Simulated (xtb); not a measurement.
C₂H₃N₃ (SMILES c1nc[nH]n1), singlet, at a GFN2-xTB geometry; xtb 6.7.1 with GFN1-xTB with ALPB(cs2).

Here is a job for xtb.
```
$ xtb mol.xyz --gfn 1 --alpb cs2 --json

# file mol.xyz
8

C      1.11923740    -0.03272439    -0.00697492
N      0.42204774     1.12248960     0.01417623
C     -0.82487582     0.72748791     0.01555713
N     -0.87641108    -0.61852814    -0.00407798
N      0.36888823    -1.10715438    -0.01853564
H      2.18839575    -0.06992044    -0.01372567
H     -1.68578985     1.36316596     0.02996358
H     -1.67044963    -1.23947616    -0.00866946
```

The log (banner, timings and long lists left out):

```
   ID    Z sym.   atoms
    1    6 C      1, 3
    2    7 N      2, 4, 5
    3    1 H      6-8

           -------------------------------------------------
          |                Calculation Setup                |
           -------------------------------------------------

           -------------------------------------------------
          |                 G F N 1 - x T B                 |
           -------------------------------------------------

      * Solvation model:               ALPB
        Solvent                        cs2
        Parameter file                 internal GFN1-xTB/ALPB
        Dielectric constant                2.6400E+00
        Reference state                gsolv [1 M gas/solution]
        Free energy shift                  5.5033E-03 Eh       3.4534E+00 kcal/mol
        Temperature                        2.9815E+02 K
        Density                            1.2600E+00 kg/L
        Solvent mass                       7.6140E+01 g/mol
        Interaction kernel             P16
        Born radius scaling (c1)           1.3403E+00
        Born radii integrator          GBOBC
        Born offset                        0.0000E+00 a0       0.0000E+00 AA
        H-bond correction              false
        Ion screening                  false
        Surface tension                    1.0000E-05 Eh       1.5569E+01 dyn/cm
        Grid points                               230 per atom

          ...................................................
          :                      SETUP                      :
          :.................................................:
          :  # basis functions                  26          :
          :  # atomic orbitals                  26          :
          :  # shells                           16          :
          :  # electrons                        26          :
          :  # halogen bonds                     0          :
          :  max. iterations                   250          :
          :  Hamiltonian                  GFN1-xTB          :
          :  restarted?                      false          :
          :  GBSA solvation                   true          :
          :  PC potential                    false          :
          :  electronic temp.          300.0000000     K    :
          :  accuracy                    1.0000000          :
          :  -> integral cutoff          0.2500000E+02      :
          :  -> integral neglect         0.1000000E-07      :
          :  -> SCF convergence          0.1000000E-05 Eh   :
          :  -> wf. convergence          0.2000000E-04 e    :
          :  Broyden damping             0.4000000          :
          :  net charge                          0          :
          :  unpaired electrons                  0          :
          ...................................................

 iter      E             dE          RMSdq      gap      omega  full diag
   1    -15.5464028 -0.155464E+02  0.829E+00    5.07       0.0  T
   2    -15.5691420 -0.227391E-01  0.490E+00    4.72       1.0  T
   3    -15.5686556  0.486359E-03  0.873E-01    4.94       1.0  T
   4    -15.5698408 -0.118522E-02  0.999E-02    4.80       1.0  T
   5    -15.5698973 -0.565387E-04  0.323E-02    4.82       1.1  T
   6    -15.5699007 -0.330547E-05  0.499E-03    4.81       7.1  T
   7    -15.5699007 -0.801873E-07  0.163E-03    4.81      21.7  T
   8    -15.5699007 -0.521523E-08  0.350E-04    4.81     100.9  T
   9    -15.5699007 -0.296653E-09  0.233E-05    4.81    1518.9  T
  10    -15.5699007 -0.804690E-12  0.300E-06    4.81   11790.3  T

   *** convergence criteria satisfied after 10 iterations ***

         :::::::::::::::::::::::::::::::::::::::::::::::::::::
         ::                     SUMMARY                     ::
         :::::::::::::::::::::::::::::::::::::::::::::::::::::
         :: total energy             -15.397682744002 Eh    ::
         :: total w/o Gsasa/hb       -15.395658648512 Eh    ::
         :: gradient norm              0.017607631538 Eh/a0 ::
         :: HOMO-LUMO gap              4.813741746140 eV    ::
         ::.................................................::
         :: SCC energy               -15.569900740764 Eh    ::
         :: -> electrostatic           0.038434316594 Eh    ::
         :: -> Gsolv                  -0.008111792844 Eh    ::
         ::    -> Gelec               -0.006087697354 Eh    ::
         ::    -> Gsasa               -0.007527404749 Eh    ::
         ::    -> Ghb                  0.000000000000 Eh    ::
         ::    -> Gshift               0.005503309259 Eh    ::
         :: repulsion energy           0.174468864766 Eh    ::
         :: dispersion energy         -0.002250868004 Eh    ::
         :: halogen bond corr.         0.000000000000 Eh    ::
         :: add. restraining           0.000000000000 Eh    ::
         :: total charge               0.000000000000 e     ::
         :::::::::::::::::::::::::::::::::::::::::::::::::::::

           -------------------------------------------------
          |                Property Printout                |
           -------------------------------------------------

    * Orbital Energies and Occupations

         #    Occupation            Energy/Eh            Energy/eV
      -------------------------------------------------------------
         1        2.0000           -0.8279114             -22.5286
         2        2.0000           -0.7531301             -20.4937
         3        2.0000           -0.7272373             -19.7891
         4        2.0000           -0.6354302             -17.2909
         5        2.0000           -0.6158558             -16.7583
         6        2.0000           -0.5984114             -16.2836
         7        2.0000           -0.5522060             -15.0263
         8        2.0000           -0.5342264             -14.5370
         9        2.0000           -0.5038779             -13.7112
        10        2.0000           -0.4669298             -12.7058
        11        2.0000           -0.4485737             -12.2063
        12        2.0000           -0.4320106             -11.7556
        13        2.0000           -0.4274059             -11.6303 (HOMO)
        14                         -0.2505041              -6.8166 (LUMO)
        15                         -0.2111544              -5.7458
        16                         -0.1208573              -3.2887
        17                         -0.1030698              -2.8047
        18                         -0.0834249              -2.2701
        19                          0.0959176               2.6101
        20                          0.2332581               6.3473
        21                          0.2564012               6.9770
        22                          0.3048338               8.2950
        23                          0.3561936               9.6925
        24                          0.3717829              10.1167
       ...                                ...                  ...
        26                          0.6172866              16.7972
      -------------------------------------------------------------
                  HL-Gap            0.1769018 Eh            4.8137 eV
             Fermi-level           -0.3389550 Eh           -9.2234 eV

  Mulliken/CM5 charges         n(s)   n(p)   n(d)
     1C     0.24270  0.35735   0.991  2.766  0.000
     2N    -0.40184 -0.58001   1.559  3.843  0.000
     3C     0.23287  0.34249   0.987  2.780  0.000
     4N    -0.10553 -0.38770   1.405  3.700  0.000
     5N    -0.28238 -0.39958   1.566  3.716  0.000
     6H     0.02755  0.10310   0.972  0.000  0.000
     7H     0.04199  0.11617   0.958  0.000  0.000
     8H     0.24464  0.44817   0.755  0.000  0.000

Wiberg/Mayer (AO) data.
largest (>0.10) Wiberg bond orders for each atom

 ---------------------------------------------------------------------------
     #   Z sym  total        # sym  WBO       # sym  WBO       # sym  WBO
 ---------------------------------------------------------------------------
     1   6 C    3.950 --     5 N    1.554     2 N    1.317     6 H    0.977
     2   7 N    2.998 --     3 C    1.507     1 C    1.317
     3   6 C    3.938 --     2 N    1.507     4 N    1.290     7 H    0.973
                             5 N    0.131
     4   7 N    3.541 --     3 C    1.290     5 N    1.176     8 H    0.901
     5   7 N    2.956 --     1 C    1.554     4 N    1.176     3 C    0.131
     6   1 H    1.015 --     1 C    0.977
     7   1 H    1.006 --     3 C    0.973
     8   1 H    0.954 --     4 N    0.901
 ---------------------------------------------------------------------------

Topologies differ in total number of bonds
Writing topology from bond orders to xtbtopo.mol

 dipole moment from electron density (au)
     X       Y       Z
  -1.4062  -0.4233   0.0019  total (Debye):    3.733

           -------------------------------------------------
          | TOTAL ENERGY              -15.397682744002 Eh   |
          | GRADIENT NORM               0.017607631538 Eh/α |
          | HOMO-LUMO GAP               4.813741746140 eV   |
           -------------------------------------------------

normal termination of xtb
```
